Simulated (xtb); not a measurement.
CH$_{3}$Cl$_{2}$Si, doublet, at a GFN2-xTB geometry; xtb 6.7.1 with GFN1-xTB with ALPB(dmso).

Here is a job for xtb.
```
$ xtb mol.xyz --gfn 1 --uhf 1 --alpb dmso --json

# file mol.xyz
7

C     -2.01893835    -0.48835810    -0.00921030
Si    -0.23081554    -0.09736185    -0.53333853
Cl     1.04857991    -1.42708373     0.33708838
Cl     0.27405550     1.77962342     0.08689332
H     -2.11035886    -0.42589345     1.07439724
H     -2.30897346    -1.48877870    -0.31358728
H     -2.72042203     0.21471190    -0.44649774
```

### Question
Write the output that xtb gives for this input, abridged.

### Answer

```
   ID    Z sym.   atoms
    1    6 C      1
    2   14 Si     2
    3   17 Cl     3, 4
    4    1 H      5-7

           -------------------------------------------------
          |                Calculation Setup                |
           -------------------------------------------------

           -------------------------------------------------
          |                 G F N 1 - x T B                 |
           -------------------------------------------------

      * Solvation model:               ALPB
        Solvent                        dmso
        Parameter file                 internal GFN1-xTB/ALPB
        Dielectric constant                4.6680E+01
        Reference state                gsolv [1 M gas/solution]
        Free energy shift                  7.6243E-03 Eh       4.7843E+00 kcal/mol
        Temperature                        2.9815E+02 K
        Density                            1.1000E+00 kg/L
        Solvent mass                       7.8130E+01 g/mol
        Interaction kernel             P16
        Born radius scaling (c1)           1.7672E+00
        Born radii integrator          GBOBC
        Born offset                        0.0000E+00 a0       0.0000E+00 AA
        H-bond correction              true
        Ion screening                  false
        Surface tension                    1.0000E-05 Eh       1.5569E+01 dyn/cm
        Grid points                               230 per atom

          ...................................................
          :                      SETUP                      :
          :.................................................:
          :  # basis functions                  40          :
          :  # atomic orbitals                  37          :
          :  # shells                           17          :
          :  # electrons                        25          :
          :  # halogen bonds                     0          :
          :  max. iterations                   250          :
          :  Hamiltonian                  GFN1-xTB          :
          :  restarted?                      false          :
          :  GBSA solvation                   true          :
          :  PC potential                    false          :
          :  electronic temp.          300.0000000     K    :
          :  accuracy                    1.0000000          :
          :  -> integral cutoff          0.2500000E+02      :
          :  -> integral neglect         0.1000000E-07      :
          :  -> SCF convergence          0.1000000E-05 Eh   :
          :  -> wf. convergence          0.2000000E-04 e    :
          :  Broyden damping             0.4000000          :
          :  net charge                          0          :
          :  unpaired electrons                  1          :
          ...................................................

 iter      E             dE          RMSdq      gap      omega  full diag
   1    -14.2292215 -0.142292E+02  0.723E+00    4.56       0.0  T
   2    -14.2407950 -0.115734E-01  0.430E+00    4.50       1.0  T
   3    -14.2399600  0.834928E-03  0.634E-01    4.52       1.0  T
   4    -14.2414966 -0.153660E-02  0.103E-01    4.50       1.0  T
   5    -14.2415091 -0.124843E-04  0.334E-02    4.50       1.1  T
   6    -14.2415126 -0.351599E-05  0.266E-03    4.50      14.2  T
   7    -14.2415127 -0.344557E-07  0.190E-03    4.50      19.9  T
   8    -14.2415127 -0.212499E-07  0.266E-04    4.50     141.8  T
   9    -14.2415127 -0.450497E-09  0.312E-05    4.50    1210.1  T
  10    -14.2415127 -0.278888E-11  0.601E-07    4.50   62920.2  T

   *** convergence criteria satisfied after 10 iterations ***

         :::::::::::::::::::::::::::::::::::::::::::::::::::::
         ::                     SUMMARY                     ::
         :::::::::::::::::::::::::::::::::::::::::::::::::::::
         :: total energy             -14.158152350527 Eh    ::
         :: total w/o Gsasa/hb       -14.153298397727 Eh    ::
         :: gradient norm              0.014995868471 Eh/a0 ::
         :: HOMO-LUMO gap              4.500748829507 eV    ::
         ::.................................................::
         :: SCC energy               -14.241512693294 Eh    ::
         :: -> electrostatic           0.002691119394 Eh    ::
         :: -> Gsolv                  -0.005466175170 Eh    ::
         ::    -> Gelec               -0.000612222370 Eh    ::
         ::    -> Gsasa               -0.012026146851 Eh    ::
         ::    -> Ghb                 -0.000452084953 Eh    ::
         ::    -> Gshift               0.007624279005 Eh    ::
         :: repulsion energy           0.086276068771 Eh    ::
         :: dispersion energy         -0.002915726004 Eh    ::
         :: halogen bond corr.         0.000000000000 Eh    ::
         :: add. restraining           0.000000000000 Eh    ::
         :: total charge               0.000000000000 e     ::
         :::::::::::::::::::::::::::::::::::::::::::::::::::::

           -------------------------------------------------
          |                Property Printout                |
           -------------------------------------------------

    * Orbital Energies and Occupations

         #    Occupation            Energy/Eh            Energy/eV
      -------------------------------------------------------------
         1        2.0000           -0.9073234             -24.6895
         2        2.0000           -0.9055556             -24.6414
         3        2.0000           -0.6192369             -16.8503
         4        2.0000           -0.5692311             -15.4896
         5        2.0000           -0.5124734             -13.9451
         6        2.0000           -0.5088373             -13.8462
         7        2.0000           -0.4933003             -13.4234
         8        2.0000           -0.4888768             -13.3030
         9        2.0000           -0.4831679             -13.1477
        10        2.0000           -0.4752240             -12.9315
        11        2.0000           -0.4617614             -12.5652
        12        2.0000           -0.4467896             -12.1578
        13        1.0000           -0.3199517              -8.7063 (HOMO)
        14                         -0.1545522              -4.2056 (LUMO)
        15                         -0.1540182              -4.1910
        16                         -0.1349071              -3.6710
        17                         -0.0866911              -2.3590
        18                         -0.0632770              -1.7219
        19                         -0.0598008              -1.6273
        20                         -0.0456751              -1.2429
        21                         -0.0438529              -1.1933
        22                         -0.0364176              -0.9910
        23                         -0.0360132              -0.9800
        24                         -0.0355888              -0.9684
       ...                                ...                  ...
        37                          0.9029314              24.5700
      -------------------------------------------------------------
                  HL-Gap            0.1653995 Eh            4.5007 eV
             Fermi-level           -0.3103113 Eh           -8.4440 eV

  Mulliken/CM5 charges         n(s)   n(p)   n(d)
     1C    -0.17546 -0.28680   1.014  3.161  0.000
     2Si    0.28442  0.14350   1.333  1.540  0.842
     3Cl   -0.13264 -0.08897   1.893  5.238  0.002
     4Cl   -0.13264 -0.08897   1.893  5.238  0.002
     5H     0.05832  0.11331   0.942  0.000  0.000
     6H     0.04901  0.10396   0.951  0.000  0.000
     7H     0.04901  0.10396   0.951  0.000  0.000

Wiberg/Mayer (AO) data.
largest (>0.10) Wiberg bond orders for each atom

 ---------------------------------------------------------------------------
     #   Z sym  total        # sym  WBO       # sym  WBO       # sym  WBO
 ---------------------------------------------------------------------------
     1   6 C    3.960 --     2 Si   1.046     7 H    0.950     6 H    0.950
                             5 H    0.936
     2  14 Si   3.932 --     4 Cl   1.369     3 Cl   1.369     1 C    1.046
     3  17 Cl   1.449 --     2 Si   1.369
     4  17 Cl   1.449 --     2 Si   1.369
     5   1 H    1.000 --     1 C    0.936
     6   1 H    1.009 --     1 C    0.950
     7   1 H    1.009 --     1 C    0.950
 ---------------------------------------------------------------------------

Topologies differ in total number of bonds
Writing topology from bond orders to xtbtopo.mol

 dipole moment from electron density (au)
     X       Y       Z
  -0.8911  -0.2363  -0.2699  total (Debye):    2.442

           -------------------------------------------------
          | TOTAL ENERGY              -14.158152350527 Eh   |
          | GRADIENT NORM               0.014995868471 Eh/α |
          | HOMO-LUMO GAP               4.500748829507 eV   |
           -------------------------------------------------

normal termination of xtb
```
